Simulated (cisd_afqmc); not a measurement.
Input (AFQMC/CISD/def2-SVP; cisd_afqmc is a phaseless AFQMC code with CISD trial states that reads the integrals written by Ansatz):

Ansatz 0.2 input:
```python
import cisd_afqmc

open("ham.yaml", "w").write("""\
crystal:
  periodic: [false, false, false]
  atoms:
    - {symbol: Ge, position_ang: [-0.00000000, -0.00000000, -1.50938001]}
    - {symbol: I, position_ang: [0.00000000, 0.00000000, 0.91132378]}
basis:
  gaussian:
    orbitals: def2-SVP
total_charge: 1
magnetization: {spin_polarized: false}
correlation: {method: ccsd, electrons: outside_noble_gas, hamiltonian_folder: ham}
""")
rep = cisd_afqmc.ansatz("ham.yaml")
e_ccsd = rep["correlation"]["coupled_cluster"]["energy"]["hartree"]
out = cisd_afqmc.run("ham", e_ccsd, trial="CISD", walkers=200, populations=8, threads=8, dt=0.005, steps=40, early=36, settle=10, least=32,
    cut=5e-5, rank_cut=2e-4, target=0.0004, seconds=1500, seed=1, memory=17280, gpu=False)
```

Output:

```
orbitals 35, occupied [5], factors 199 of 650, rank of the doubles 78 of 150
E(HF) = -2371.516004
E(CCSD) on the cut factors = -2371.693073, shift to the whole factors -0.000002
Energy of the trial state on the determinant = -2371.693004
  tau behind 10.8 of longer steps, mean of the populations' last blocks
   2.0  -2371.70199
   4.0  -2371.70209
   6.0  -2371.70210
   8.0  -2371.70123
blocks 374 (0 outliers left out), error by blocks joined: 1: 0.00013, 2: 0.00018, 4: 0.00023, 8: 0.00029, 16: 0.00036
E(AFQMC/CISD) = -2371.70231 +/- 0.00036
```

 The CCSD(T) runs of this state have a T1 diagnostic of up to 0.031.

The error still grows at the longest joins of blocks, or few joins were possible, so the printed bar may be too narrow.
